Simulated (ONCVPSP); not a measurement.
**Sr: excitation energies, all-electron against ONCV**

| Property | Result |
| --- | --- |
| Element | strontium |
| Generator | ONCVPSP 4.0.1 |
| Type | optimised norm-conserving Vanderbilt (ONCV) |
| Functional | PBE |
| Relativity | scalar-relativistic |
| Frozen core | [Ar] 3d10 |
| Valence charge | 10 |
| Reference configuration | 4s2 4p6 5s2 |
| Partial waves | 4s+5s: rc 2.00 bohr, ncon 5, nbas 9, qcut 5.3 1/bohr, 2 projectors; 4p: rc 1.95 bohr, ncon 4, nbas 7, qcut 7 1/bohr, 1 projector; d scattering state at 0.05 Ha: rc 1.85 bohr, ncon 4, nbas 8, qcut 5.7 1/bohr, 2 projectors, debl 0.4 Ha |
| Local potential | polynomial inside 1.30 bohr (lpopt 5, dvloc0 0 Ha) |
| Core correction | Teter function, fcfact 4.25, rcfact 1.4 |

Energies are relative to the spin-unpolarised reference configuration 4s2 4p6 5s2; without spin polarisation the order of configurations can differ from experiment.

| valence configuration | charge | ΔE all-electron (eV) | error AE − PS (meV) |
| --- | --- | --- | --- |
| 4s2 4p6 5s0 | +2 | 16.891 | -2.0 |
| 4s1 4p6 5s2 | +1 | 47.022 | -42 |

Q: What are ΔE and the potential's error for 4s2 4p6 5s1.5?

A: ΔE = 2.339 eV all-electron; the error (AE − PS) is -0.2 meV.

Q: What are ΔE and the potential's error for 4s2 4p6 5s1?

A: ΔE = 5.885 eV all-electron; the error (AE − PS) is -0.5 meV.
